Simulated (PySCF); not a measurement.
The dipole of `[SiH3]CO[SiH2]O/C=C\Cl` from its density and from atomic charges.

Coordinates (GFN2-xTB, Å) and charges (e) from the PBE0/pcSseg-1 density (PySCF):

| atom | x | y | z | Mulliken | IAO | Hirshfeld | ESP-fitted |
| --- | --- | --- | --- | --- | --- | --- | --- |
| Si1 | -3.116 | 0.692 | 0.157 | +0.4704 | +0.5935 | +0.3147 | +0.3719 |
| C2 | -2.082 | -0.642 | -0.737 | -0.2048 | -0.3187 | -0.0756 | -0.0905 |
| O3 | -0.743 | -0.252 | -0.885 | -0.6089 | -0.6412 | -0.2275 | -0.5064 |
| Si4 | 0.448 | -0.439 | 0.177 | +0.9216 | +1.1957 | +0.4129 | +0.9590 |
| O5 | 1.612 | 0.242 | -0.737 | -0.5565 | -0.5584 | -0.1810 | -0.3272 |
| C6 | 2.903 | 0.463 | -0.549 | +0.2451 | +0.0664 | +0.0313 | +0.0425 |
| C7 | 3.656 | 0.160 | 0.501 | -0.2118 | -0.2780 | -0.0795 | -0.3184 |
| Cl8 | 3.050 | -0.621 | 1.906 | -0.1125 | -0.0096 | +0.0045 | -0.0580 |
| H9 | -2.968 | 1.961 | -0.552 | -0.0681 | -0.1085 | -0.0702 | -0.0749 |
| H10 | -2.652 | 0.813 | 1.539 | -0.0795 | -0.1160 | -0.0745 | -0.0951 |
| H11 | -4.507 | 0.235 | 0.135 | -0.0908 | -0.1197 | -0.0767 | -0.1114 |
| H12 | -2.133 | -1.597 | -0.204 | +0.1191 | +0.1279 | +0.0379 | +0.0663 |
| H13 | -2.471 | -0.815 | -1.745 | +0.1452 | +0.1575 | +0.0467 | +0.1227 |
| H14 | 0.704 | -1.855 | 0.436 | -0.1189 | -0.1705 | -0.0910 | -0.1672 |
| H15 | 0.213 | 0.317 | 1.405 | -0.1190 | -0.1712 | -0.0909 | -0.1674 |
| H16 | 3.372 | 0.960 | -1.392 | +0.1145 | +0.1711 | +0.0634 | +0.1427 |
| H17 | 4.706 | 0.389 | 0.536 | +0.1547 | +0.1799 | +0.0553 | +0.2113 |

Problem. What dipole does each set of charges give (1 e·Å = 4.803 D), and what does the density give?

Solution. The full density gives (-0.26, -0.15, -0.24) D, 0.38 D in size; dipole vectors point from the negative to the positive end.

```csv
scheme,μx,μy,μz,size (D),share of the full size (%),angle to the full dipole (°)
Mulliken,-1.26,0.21,1.02,1.64,426,86
IAO,-0.73,-0.30,2.08,2.22,579,108
Hirshfeld,0.00,0.02,0.30,0.30,79,130
ESP-fitted,-0.27,-0.16,-0.24,0.39,102,1
```

Problem. Which set comes closest?

Solution. Length of the difference vector: ESP-fitted 0.01 D, Hirshfeld 0.63 D, Mulliken 1.65 D, IAO 2.37 D. Closest: ESP-fitted. ESP charges are fitted to the potential around the molecule, whose slowest-falling term is the dipole's. 

Problem. What is left for the Hirshfeld atoms' own dipoles?

Solution. The shares of the density sum to the whole, so what Σ q r misses lies in dipoles about the nuclei. The atomic dipoles sum to (-0.26, -0.15, -0.24) − (0.00, 0.02, 0.30) = (-0.26, -0.17, -0.54) D, 0.63 D in size.

Problem. With the origin at the mean of the coordinates, (0.000, 0.001, -0.001) Å, which are the largest single terms, by size, of the IAO dipole along the direction of the full one?

Solution. Si1 +4.89, C7 +3.78, O3 -3.55, C2 -3.23, H17 -3.15 D; all 17 atoms together -0.69 D. The single terms depend on the origin, their sum doesn't.

Problem. Give the size of the full dipole in other units.

Solution. 0.38 D = 0.151 au = 0.080 e·Å = 1.28 × 10⁻³⁰ C·m.

The structure is a single GFN2-xTB conformer in the gas phase; no vibrational or solvent corrections.

Shape of the structure used: `[SiH3:1][CH2:2][O:3][SiH2:4][O:5]/[CH:6]=[CH:7]\[Cl:8]`: Si1–C2–O3–Si4 86°, C2–O3–Si4–O5 180°, O3–Si4–O5–C6 180°, Si4–O5–C6–C7 1°.
